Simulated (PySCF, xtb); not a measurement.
B(Cl)(H)(SMe) (CH4BClS), SMILES S(BCl)C.

xtb 6.7.1 with GFN2-xTB at its own geometry gives an orbital gap of 3.89 eV and a dipole moment of 2.97 D.

Geometry: B3LYP-D3(BJ)/def2-SVP. One conformer was computed; it need not be the lowest.

### Question
What does HF/def2-TZVP in PySCF give? (Estimate from the structure and the level; the computed values follow.)

### Answer
gap 12.61 eV (levels -10.35 and 2.27 eV), dipole 2.71 D.
